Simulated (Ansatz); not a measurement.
Consider the cleavage of the B–Ga bond: `O[BH][GaH2]` + `N#CO` → `N#COBO` + `[GaH3]`.

Program: Ansatz. Geometries: PBE0-D4/def2-TZVP. ΔE: electronic, gas phase. CCSD(T)/CBS is the MP2 limit (def2-TZVPP, def2-QZVPP) plus CCSD(T) − MP2 in def2-TZVPP, frozen cores. This one scheme is used for every species. Functionals use def2-TZVPP. B3LYP here is the variant with VWN-RPA as its local correlation; programs differ in this. For Ga outer-core shells are correlated without core-valence functions, which leaves a few kJ/mol of doubt a bond. Scalar relativity is left out up to krypton. Each species was taken in one conformer, which may not be the lowest.

`O[BH][GaH2]`:

Z-matrix (Å, degrees):
```
B
Ga 1 2.100
O 1 1.354 2 119.2
H 1 1.210 2 122.6 3 180.0
H 2 1.579 1 122.5 3 91.2
H 2 1.579 1 122.5 3 -91.3
H 3 0.962 1 113.8 2 180.0
```

`N#CO`:

```xyz
4

N     0.621   -1.435    0.411
C     0.059   -0.465    0.141
O    -0.631    0.586   -0.147
H    -0.049    1.313   -0.404
```

`N#COBO`:

```xyz
7

N    -2.333   -1.155    1.161
C    -1.283   -0.704    1.008
O    -0.105   -0.208    0.896
B     0.393    0.221   -0.337
O     1.635    0.711   -0.282
H    -0.281    0.131   -1.315
H     1.973    1.005   -1.131
```

`[GaH3]`:

```xyz
4

Ga    0.000    0.000    0.001
H    -1.300   -0.858    0.187
H    -0.056    1.343   -0.809
H     1.356   -0.485    0.622
```

Problem. Is it downhill or uphill in electronic energy at CCSD(T)/CBS, and by how much? (Best estimate.)

Solution. Ansatz gave: Downhill: ΔE = -146.8 kJ/mol.

Problem. What do these levels give: r2SCAN-D4, B3LYP-D4, BHLYP-D4, PBE-QIDH, revPBE, BLYP, r2SCAN, LC-ωPBE, CCSD(T)/def2-SVP, SCS-MP2/def2-TZVPP, SCS-MP2/def2-QZVPP, MP2/CBS(def2)? (Estimate.)

Solution. Ansatz gave: r2SCAN-D4 -152.2, B3LYP-D4 -151.6, BHLYP-D4 -160.0, PBE-QIDH -151.7, revPBE -133.6, BLYP -145.9, r2SCAN -152.1, LC-ωPBE -147.5, CCSD(T)/def2-SVP -164.7, SCS-MP2/def2-TZVPP -155.6, SCS-MP2/def2-QZVPP -155.1, MP2/CBS(def2) -151.6 kJ/mol.

Largest T1 diagnostic among the species: 0.015.

In def2-TZVPP, CCSD(T) changes the Hartree–Fock value by +22.7 kJ/mol (the triples alone add +1.8 kJ/mol) and MP2 by +17.9 kJ/mol. From PBE to PBE0 (25 % exact exchange), in def2-TZVPP and without D4, ΔE moves by −6.8 kJ/mol.
